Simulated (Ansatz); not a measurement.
C2H7NSi can be A, `C[SiH2]C=N`, or B, `C=N[SiH2]C`.

Isolated molecules relaxed with PBE0-D4/def2-TZVP in Ansatz; ΔE leaves out vibrations. CCSD(T)/CBS adds triple-zeta CCSD(T) − MP2 to the extrapolated MP2 energy (def2 sets, frozen cores). DFT in def2-TZVPP. B3LYP here is the variant with VWN-RPA as its local correlation; programs differ in this. Each species was taken in one conformer, which may not be the lowest.

A:

Z-matrix (Å, degrees):
```
C
Si 1 1.869
H 1 1.092 2 110.7
H 1 1.092 2 110.9 3 120.2
H 1 1.093 2 110.8 3 -119.7
C 2 1.892 1 111.1 3 179.8
H 2 1.490 1 109.9 3 59.1
H 2 1.490 1 111.5 3 -62.1
N 6 1.271 2 126.2 1 119.8
H 6 1.099 2 118.5 1 -59.6
H 9 1.024 6 110.9 2 0.7
```

B:

```xyz
11

C    -0.061   -1.576    1.544
N    -0.413   -0.433    1.158
Si   -0.542    0.033   -0.521
C     0.566    1.499   -0.823
H     0.006   -1.804    2.615
H     0.196   -2.407    0.867
H    -0.169   -1.104   -1.422
H    -1.964    0.387   -0.764
H     0.302    2.320   -0.154
H     0.468    1.848   -1.854
H     1.612    1.237   -0.649
```

(1) Which isomer does CCSD(T)/CBS put lower? Give the gap. (An estimate is asked.)

(2) Give E(B) − E(A) in kJ/mol with HF/def2-TZVPP, r2SCAN-D4, CCSD(T)/def2-SVP, CCSD/def2-TZVPP, PBE0-D4, B3LYP-D4, LDA (SPW92). (Best estimate.)

(3) Does the order hold for the free energy at 298.15 K (harmonic terms from PBE0-D4)? (An estimate is asked.)

Largest T1 diagnostic: 0.012.

Answers

(1) The calculation gave: B, by 49.8 kJ/mol.

(2) Ansatz gave: HF/def2-TZVPP -61.8, r2SCAN-D4 -50.1, CCSD(T)/def2-SVP -46.1, CCSD/def2-TZVPP -50.9, PBE0-D4 -47.0, B3LYP-D4 -52.1, LDA (SPW92) -45.7. None reverses the order clearly.

(3) The calculation gave: Yes: G(B) − G(A) = -50.4 kJ/mol, for one conformer each.

At CCSD(T), def2-SVP lies +3.7 kJ/mol from the extrapolated value and def2-TZVPP +0.5 kJ/mol. In def2-TZVPP, CCSD(T) changes the Hartree–Fock value by +12.5 kJ/mol (the triples alone add +1.6 kJ/mol) and MP2 by +7.5 kJ/mol.
